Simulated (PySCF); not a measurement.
Species: C6H6FNO.
Numbering: `[H]/[N:5]=[CH:4]\[CH:3]=[C:2](\[CH3:1])[C:6]([F:7])=[C:8]=[O:9]` (hydrogens: H10, H11, H12 on C1; H13 on C3; H14 on C4; H15 on N5)

Geometry (GFN2-xTB, Å), atoms numbered from 1 in this order:
```
atom  x, y, z in Å
C1    -1.120   -0.900   -1.523
C2    -0.344   -0.351   -0.367
C3     0.300    0.832   -0.444
C4     1.066    1.427    0.619
N5     1.689    2.526    0.625
C6    -0.361   -1.195    0.807
F7    -1.077   -2.365    0.688
C8     0.194   -1.050    1.998
O9     0.614   -1.060    3.080
H10   -1.062   -0.235   -2.379
H11   -0.734   -1.880   -1.804
H12   -2.165   -1.033   -1.245
H13    0.249    1.389   -1.370
H14    1.115    0.849    1.542
H15    1.632    3.052   -0.247
```

Computed with TDDFT wB97X-D/def2-SVPD, vertical, gas phase, core orbitals frozen in the response in PySCF.

Frontier orbitals with the atoms that hold most of them (Löwdin shares over 4%, at most four atoms; ? is withheld):

```json
{"orbital": "LUMO+2", "ε (eV)": "2.07", "atoms": "C8 21%, C1 15%, C6 14%, O9 8%"}
{"orbital": "LUMO+1", "ε (eV)": "-0.18", "atoms": "C2 22%, N5 18%, C4 14%, C3 13%"}
{"orbital": "LUMO", "ε (eV)": "?", "atoms": "C8 40%, O9 30%, C6 10%, F7 10%"}
{"orbital": "HOMO", "ε (eV)": "-8.36", "atoms": "?"}
{"orbital": "HOMO-1", "ε (eV)": "-9.64", "atoms": "?"}
{"orbital": "HOMO-2", "ε (eV)": "-10.64", "atoms": "C6 18%, N5 16%, C2 16%, C4 10%"}
{"orbital": "HOMO-3", "ε (eV)": "-12.48", "atoms": "C4 29%, N5 26%, C3 17%, C2 8%"}
```

(1) Give the leading atoms of the HOMO-1.

(2) Which atoms hold the HOMO, and with what shares?

(3) What is the LUMO energy, and the HOMO–LUMO gap?

Answers

(1) N5 (bonded to C and H) 62%; C4 (bonded to C, N and H) 15%; H15 (bonded to N) 8%; C3 (bonded to 2 C and H) 6%. By element: nitrogen 62%, carbon 21% or more, hydrogen 8% or more.

(2) C3 (bonded to 2 C and H) 21%; C6 (bonded to 2 C and F) 17%; C8 (bonded to C and O) 13%; O9 (bonded to C) 12%. By element: carbon 51% or more, oxygen 12%.

(3) ε(LUMO) = -0.73 eV; the gap is 7.62 eV (0.2802 hartree).

Question: How does S1 compare with the orbital gap of 7.62 eV?

Answer: S1 is at 2.36 eV (f = 0.0000), 5.27 eV below the gap, made of HOMO→LUMO (91%), HOMO-2→LUMO (9%). Without the coupling terms of the response equations the lowest excitation would equal the gap.

Question: One configuration dominates each of S1, S2, S3, S4, S5 and S7. Which, and how do the shares of the two leading atoms of either orbital change from the occupied to the empty one?

Answer: 
- S1 (2.36 eV, f 0.0000), HOMO→LUMO (91%): C3 21% → at most 10%, C6 17% → 10%, C8 13% → 40%, O9 12% → 30%
- S2 (4.35 eV, f 0.214), HOMO→LUMO+1 (91%): C3 21% → 13%, C6 17% → at most 13%, C2 at most 13% → 22%, N5 at most 13% → 18%
- S3 (4.52 eV, f 0.0030), HOMO-1→LUMO+1 (92%): N5 62% → 18%, C4 15% → 14%, C2 at most 7% → 22%
- S4 (5.32 eV, f 0.0000), HOMO-2→LUMO (88%): C6 18% → 10%, N5 16% → at most 10%, C8 at most 10% → 40%, O9 at most 10% → 30%
- S5 (5.43 eV, f 0.120), HOMO-1→LUMO (92%): N5 62% → at most 10%, C4 15% → at most 10%, C8 at most 7% → 40%, O9 at most 7% → 30%
- S7 (6.59 eV, f 0.264), HOMO-2→LUMO+1 (88%): C6 18% → at most 13%, N5 16% → 18%, C2 16% → 22%

Löwdin shares depend on the basis, the more so with diffuse functions.

On an Arm Neoverse V1 with one thread, no GPU, on a shared host, this took 53 s and 0.99 GiB of memory at its peak.

One conformer stands for the species.
